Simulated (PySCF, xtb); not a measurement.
C₂H₆MgSe, SMILES [SeH][Mg][CH2]C.

GFN2-xTB (xtb) at its own geometry gives an orbital gap of 2.42 eV and a dipole moment of 5.38 D.

Geometry: B3LYP-D3(BJ)/def2-SVP. The structure was generated by enumeration; whether it is a known compound was not checked. The values are those of a single conformer.

### Question
What does PySCF with M06-2X/def2-TZVP give? (Estimate from the structure and the level; the computed values follow.)

### Answer
gap 7.00 eV (levels -7.71 and -0.71 eV), dipole 1.90 D.
